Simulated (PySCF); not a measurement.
## AlPH4O2

AlPH4O2 is a small molecule, neutral, singlet. The structure, one conformer, was relaxed in the gas phase by PBE0-D3(BJ)/def2-SVP. No frequency run checks that it is a minimum.

SMILES: [OH][Al]([OH])[PH2]

```xyz
8

O     0.981    0.452   -1.512
Al   -0.135    0.051   -0.295
O    -1.648    0.797   -0.089
P     0.391   -1.703    1.111
H     0.926    1.120   -2.195
H    -2.061    1.493   -0.601
H    -0.131   -1.016    2.251
H     1.724   -1.223    1.302
```
(Å; atoms numbered from 1)

Shieldings: GIAO PBE0/pcSseg-2. Shifts are against computed references at the same level: H TMS (σ 31.24 ppm). Core levels by delta-SCF with SCAN, pcX-2 on the ionised atom and pcseg-1 elsewhere, spin-free X2C (2p3/2 is the spin-free 2p value less a third of a first-order spin-orbit splitting); from the vacuum level, for chosen atoms.

Question: Give the shieldings and core levels atom by atom.

Answer: 
```csv
atoms,bonded to,σ (ppm),δ (ppm),core level (eV)
O1 O3,1 Al + 1 H,284.6,-,1s 538.05
Al2,2 O + 1 P,422.1,-,2p3/2 80.57
P4,1 Al + 2 H,665.2,-,2p3/2 136.16
H5 H6,1 O,29.81,1.44,-
H7 H8,1 P,30.43,0.81,-
```

Values are those of this one static structure; atoms that internal rotation interchanges would show their mean in an NMR spectrum.

Question: By CAM-B3LYP/def2-SVPD (TDDFT singlets, Tamm-Dancoff triplets, ionisation by delta-SCF), where does absorption start, and what does vertical ionisation take?

Answer: The lowest singlet lies at 5.94 eV (f 0.116), the lowest triplet at 5.34 eV; vertical ionisation takes 9.75 eV.

The 3 runs behind this took 93 s in all, one thread each of Arm Neoverse N1 on a shared host, launched as `OMP_NUM_THREADS=1 python cluster_run.py task.json out`.
